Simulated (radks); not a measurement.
Initial-state core-level shifts of neutral ytterbium when its valence configuration changes from [Xe] 4f14 6s2. All-electron calculation, scalar-relativistic Kohn-Sham, PBEsol, spin-polarised, spherical densities, finite nucleus; open shells are filled with parallel spins first (spin-orbit coupling, left out, can overturn this in heavy ions); Fermi nuclear charge, rms radius 5.3108 fm. Program: a radial shooting solver on a logarithmic mesh with Libxc functionals. Shifts are changes of the shell-averaged eigenvalues in eV (positive: less bound); the change of the density at the nucleus, which sets a Mossbauer isomer shift, is in e/bohr^3, on a base of 1.084e+06.

[
 {"valence": "4f14 5d1 6s1", "1s": "+0.447", "2p": "+0.491", "4p": "+0.494", "5p": "+0.553", "density at nucleus": "-36.8"},
 {"valence": "4f13 5d1 6s2", "1s": "-6.766", "2p": "-7.165", "4p": "-7.571", "5p": "-3.493", "density at nucleus": "+49.5"},
 {"valence": "4f12.5 5d1 6s2 6p0.5", "1s": "-11.957", "2p": "-12.628", "4p": "-13.217", "5p": "-6.619", "density at nucleus": "+85.4"},
 {"valence": "4f13.5 6s2 6p0.5", "1s": "-4.708", "2p": "-4.919", "4p": "-5.117", "5p": "-3.260", "density at nucleus": "+31.2"},
 {"valence": "4f11 5d1 6s2 6p2", "1s": "-29.809", "2p": "-31.496", "4p": "-32.409", "5p": "-16.574", "density at nucleus": "+212.7"},
 {"valence": "4f13 6s2 6p1", "1s": "-9.890", "2p": "-10.355", "4p": "-10.744", "5p": "-6.604", "density at nucleus": "+67.2"},
 {"valence": "4f14 6p2", "1s": "-2.824", "2p": "-2.791", "4p": "-2.779", "5p": "-2.898", "density at nucleus": "-73.6"},
 {"valence": "4f14 5d2", "1s": "+0.430", "2p": "+0.517", "4p": "+0.528", "5p": "+0.626", "density at nucleus": "-73.2"},
 {"valence": "4f12 5d2 6s2", "1s": "-14.079", "2p": "-14.976", "4p": "-15.743", "5p": "-6.493", "density at nucleus": "+104.0"}
]
